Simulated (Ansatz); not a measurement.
Basis sets compared for the cluster Au3S⁺. Charge 1, multiplicity 1. Geometry r2SCAN-D4/def2-SVP. Ansatz on 4 threads of Arm Neoverse V2 on a shared host; times are rough, and most runs start from earlier orbitals.

```xyz
4

Au   -0.547   -0.239   -1.891
Au    0.408    1.836    0.629
Au    0.911   -1.512    0.898
S    -0.773   -0.085    0.364
```

In the def2 sets Au takes a core potential; there is no spin–orbit coupling. The structure comes from a short search, and lower isomers may exist.

```
           level  functions  energy (Eh)  HOMO (eV)  LUMO (eV)  wall time
 PBE-D4/def2-SVP        114    -805.0171     -11.29      -8.99        1 s
PBE0-D4/def2-SVP        114    -804.9052     -12.24      -7.90      1.4 s
```

Problem. Estimate the rows for PBE-D4/def2-TZVP (with forces), PBE0-D4/def2-TZVP.

Solution. 
| level | functions | energy (Eh) | HOMO (eV) | LUMO (eV) | wall time |
| --- | --- | --- | --- | --- | --- |
| PBE-D4/def2-TZVP (with forces) | 157 | -805.1855 | -11.20 | -8.92 | 1.9 s |
| PBE0-D4/def2-TZVP | 157 | -805.0717 | -12.13 | -7.83 | 2 s |
